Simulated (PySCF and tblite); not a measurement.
Molecule: C₅H₈F₂, numbered as in [F:1][C@H:2]1[CH2:3][CH2:4][C@@H:5]([F:6])[CH2:7]1; H named by carrier, a and b as here (phase angle P 72°, Å):

```
F1       0.447    1.437    1.560
C2       0.555    1.117    0.222
C3       1.278   -0.221    0.060
C4       0.184   -1.299   -0.014
C5      -1.160   -0.568   -0.140
F6      -1.881   -0.707    1.029
C7      -0.833    0.907   -0.380
H2       1.093    1.956   -0.233
H3a      1.867   -0.203   -0.857
H3b      1.953   -0.380    0.898
H4a      0.163   -1.901    0.893
H4b      0.341   -1.964   -0.862
H5      -1.803   -0.986   -0.922
H7a     -0.808    1.115   -1.448
H7b     -1.572    1.550    0.098
```

The ring 2–3–4–5–7 is held at Altona–Sundaralingam phase angles P (ν_j = ν_max cos(P + 144°(j − 2)), ν_j about the bond from ring atom j to j + 1, counted from 0) and the rest relaxed at GFN2-xTB. Energies: PBE0/pcSseg-1 + D3(BJ). Couplings: B3LYP/6-31G* with H pcJ-1 F pcJ-1, gas phase, for ¹H, ¹⁹F. (tblite 0.8, PySCF 2.14.)

One held structure gave ³J(F6,H4b) = -0.8, ³J(F6,H7a) = 6.4, ³J(F1,H3a) = 35.0, ³J(F1,H7a) = 25.2, ³J(F6,H4a) = 24.5, ³J(F1,H3b) = 18.8, ³J(F6,H7b) = 29.6, ³J(F1,H7b) = 35.8 Hz. Computed couplings to fluorine can be off by tens of per cent at such levels.

(1) At which phase angle P was it held?
A. 288°
B. 144°
C. 360°
D. 216°
E. 72°

Answers

(1) B. It lies 0.02 kcal/mol above the lowest point.
